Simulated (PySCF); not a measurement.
Molecule: sum formula BNHBr2, net charge 0, doublet state. It need not be the lowest isomer of its formula. SMILES: BrB([NH])Br
Coordinates optimised at B3LYP-D3(BJ)/def2-TZVP (Ansatz):
```xyz
5

N     -1.8035    -0.8832     0.3167
B     -0.5887    -0.2842     0.0673
Br    -0.4535     1.6403     0.1387
Br     0.9707    -1.3901    -0.2023
H     -2.5350    -1.1545    -0.3275
```
Charge 0, spin multiplicity 2.

Dispersion corrections to the total energy (kcal/mol) from the dftd3 and dftd4 libraries through PySCF: D3(BJ) without and D4 with the three-body term, each with the damping fitted for the functional named.

```json
[
 {"functional": "B3LYP", "D3(BJ)": "-5.95", "D4": "-5.57"},
 {"functional": "BP86", "D3(BJ)": "-5.80", "D4": "-4.69"},
 {"functional": "revPBE", "D3(BJ)": "-7.30", "D4": "?"},
 {"functional": "r2SCAN", "D3(BJ)": "?", "D4": "-0.72"},
 {"functional": "BLYP", "D3(BJ)": "-7.16", "D4": "-7.38"},
 {"functional": "PBE0", "D3(BJ)": "-2.82", "D4": "-2.84"},
 {"functional": "LC-wPBE", "D3(BJ)": "?", "D4": "-3.81"}
]
```

Question: What belongs in the gaps?

Answer: 
- revPBE, D4: -9.07
- r2SCAN, D3(BJ): -0.82
- LC-wPBE, D3(BJ): -3.29
